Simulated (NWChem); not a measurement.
# CsI; SMILES [I][Cs]

Computed with NWChem. Coordinates come from a PBE0/def2-SVP optimisation. def2 effective core potentials on I, Cs; no spin-orbit coupling. B3LYP is NWChem's, with the RPA form of VWN correlation. Vertical excitations in the gas phase; the lowest state need not have the same character in each row.

**Question.** Order these by “lowest excitation, singlet (eV)”, lowest first: BHandHLYP/def2-SVP, full TDDFT; PBE0/def2-SVP, full TDDFT; B3LYP/def2-SVP, full TDDFT; PBE/def2-SVP, full TDDFT.

**Answer.** PBE/def2-SVP, full TDDFT (2.36), B3LYP/def2-SVP, full TDDFT (2.72), PBE0/def2-SVP, full TDDFT (3.05), BHandHLYP/def2-SVP, full TDDFT (3.42)
